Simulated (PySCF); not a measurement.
SMILES OC[SiH2]c1cccs1 (GFN2-xTB optimised geometry):

```
16

O     -1.606    -3.751     0.020
C     -0.705    -2.652     0.005
Si    -1.668    -1.003     0.005
C     -0.454     0.419     0.000
C      0.912     0.419     0.000
C      1.482     1.709     0.000
C      0.542     2.688     0.000
S     -1.052     2.049     0.000
H     -2.153    -3.710    -0.771
H     -0.019    -2.744    -0.846
H     -0.108    -2.767     0.911
H     -2.490    -0.958    -1.217
H     -2.541    -0.943     1.180
H      1.491    -0.487     0.001
H      2.541     1.897     0.000
H      0.684     3.751     0.001
```

Method: CAM-B3LYP/def2-TZVP run with PySCF.

### Question
What are the frontier orbital energies and the dipole moment?

### Answer
HOMO-2 -8.91 eV, HOMO-1 -8.62 eV, HOMO -8.24 eV, LUMO 0.25 eV, LUMO+1 1.10 eV; dipole moment 1.86 D.

Meta-Löwdin charges at CAM-B3LYP/def2-TZVP: O1 -0.54, C2 -0.22, Si3 0.65, C4 -0.38, C5 -0.13, C6 -0.15, C7 -0.26, S8 0.29, H9 0.33, H10 0.10, H11 0.13, H12 -0.12, H13 -0.10, H14 0.12, H15 0.13, H16 0.14.
